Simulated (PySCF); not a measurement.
**Correlation energy of Kr(3+) (krypton, charge +3)**

[Ar] 3d10 4s2 4p3, high-spin 4S determinant. Computed with PySCF 2.14 in def2-SVP, with the non-relativistic Hamiltonian (point nucleus). Frozen: [Ar] 3d10; 5 electrons correlated.

MP2 pair energies summed by pair of shells (mhartree):

```json
{"pair": "4s-4p", "energy": "-42.50", "share (%)": "66.3"}
{"pair": "4p-4p", "energy": "-15.49", "share (%)": "24.2"}
{"pair": "4s-4s", "energy": "-6.07", "share (%)": "9.5"}
```

Total MP2 correlation energy: -64.06 mhartree.

Same-spin part -16.68 and opposite-spin part -47.39 mhartree; SCS-MP2 scales them by 1/3 and 6/5 to -62.42 mhartree.

| level | correlation energy (mhartree) |
| --- | --- |
| CCSD | -80.08 |
| (T) | -0.72 |
| CCSD(T) | -80.80 |

Diagnostics: T1 = 0.00091, D1 = 0.0026, largest double amplitude 0.059.

Cost of the coupled-cluster step: 0.2 s of wall time on 1 thread of Neoverse-N1 (shared host), for 5 correlated electrons.

Iterations:

```
CC2 = 0
CCSD nocc = (np.int64(4), np.int64(1)), nmo = (18, 18)
frozen orbitals [[0, 1, 2, 3, 4, 5, 6, 7, 8, 9, 10, 11, 12, 13], [0, 1, 2, 3, 4, 5, 6, 7, 8, 9, 10, 11, 12, 13]]
max_cycle = 100
direct = 0
conv_tol = 1e-08
conv_tol_normt = 1e-06
diis_space = 8
diis_start_cycle = 0
Init t2, MP2 energy = -0.0640641418324711
Init E_corr(UCCSD) = -0.0640641418324797
cycle = 1  E_corr(UCCSD) = -0.0766356549967391  dE = -0.0125715132  norm(t1,t2) = 0.0332903
cycle = 2  E_corr(UCCSD) = -0.0792180168032798  dE = -0.00258236181  norm(t1,t2) = 0.00867809
cycle = 3  E_corr(UCCSD) = -0.0800967345411422  dE = -0.000878717738  norm(t1,t2) = 0.00275411
cycle = 4  E_corr(UCCSD) = -0.0800817523107894  dE = 1.49822304e-05  norm(t1,t2) = 0.000250025
cycle = 5  E_corr(UCCSD) = -0.0800818615040763  dE = -1.09193287e-07  norm(t1,t2) = 1.32795e-05
cycle = 6  E_corr(UCCSD) = -0.0800816650675503  dE = 1.96436526e-07  norm(t1,t2) = 2.20689e-06
cycle = 7  E_corr(UCCSD) = -0.0800817531031281  dE = -8.80355778e-08  norm(t1,t2) = 2.75143e-07
cycle = 8  E_corr(UCCSD) = -0.0800817427335244  dE = 1.03696037e-08  norm(t1,t2) = 5.09562e-08
cycle = 9  E_corr(UCCSD) = -0.0800817400542783  dE = 2.67924602e-09  norm(t1,t2) = 2.19616e-08
UCCSD converged
E(UCCSD) = -2749.146836724199  E_corr = -0.08008174005427834
UCCSD(T) correction = -0.000720995362174406
```
